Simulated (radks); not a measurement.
Species: the titanium ion Ti+. Configuration: [Ar] 3d1 4s1 4f1 (not the ground configuration).

All-electron calculation, non-relativistic Kohn-Sham, r2SCAN, spin-polarised, spherical densities, point nucleus; open shells are filled with parallel spins first; meta-GGA in the generalised Kohn-Sham scheme. Program: a radial shooting solver on a logarithmic mesh with Libxc functionals.

Energy parts (eV):
| part | energy |
|---|---|
| total | -23088.521 |
| kinetic | 23068.801 |
| electron-nucleus | -54308.083 |
| Hartree | 9275.109 |
| exchange-correlation | -1124.348 |

Orbitals (lengths in bohr, moments of r in powers of bohr; <r^-3> diverges for s and p1/2):
| orbital | occ. | eigenvalue (eV) | <r^-3> | <r^4> | <1/r> | <r> |
|---|---|---|---|---|---|---|
| 1s up | 1 | -4875.797 | - | 0.0001122 | 21.52 | 0.07019 |
| 1s down | 1 | -4875.755 | - | 0.0001122 | 21.52 | 0.07019 |
| 2s up | 1 | -558.4977 | - | 0.02807 | 4.509 | 0.3267 |
| 2s down | 1 | -557.9908 | - | 0.02797 | 4.512 | 0.3265 |
| 2p up | 3 | -468.4986 | 258.1 | 0.02236 | 4.431 | 0.2907 |
| 2p down | 3 | -468.0925 | 258.4 | 0.02225 | 4.433 | 0.2904 |
| 3s up | 1 | -83.3053 | - | 2.122 | 1.398 | 1.001 |
| 3s down | 1 | -81.7838 | - | 2.128 | 1.394 | 1.003 |
| 3p up | 3 | -58.9319 | 30.46 | 3.028 | 1.281 | 1.065 |
| 3p down | 3 | -57.3830 | 30.35 | 2.959 | 1.281 | 1.063 |
| 3d up | 1 | -21.8311 | 2.456 | 10.71 | 0.9867 | 1.315 |
| 3d down | 0 | -19.8621 | 2.563 | 8.974 | 1.009 | 1.273 |
| 4s up | 1 | -16.1706 | - | 123.4 | 0.4604 | 2.841 |
| 4f up | 1 | -2.4567 | 0.004117 | 9841 | 0.1339 | 8.529 |

The highest occupied level is 4f up at -2.457 eV. The configuration is held as typed, so some empty levels lie below it. Virial ratio -V/T = 2.00085. Spin moment in Bohr magnetons: 3. The density falls to 0.001 e/bohr^3 at r = 4.04 bohr.

Run on one thread of a shared host, so times are rough (Arm Neoverse V2): 0.11 s of CPU time, 0.11 s wall, 10 iterations on 2546 mesh points.
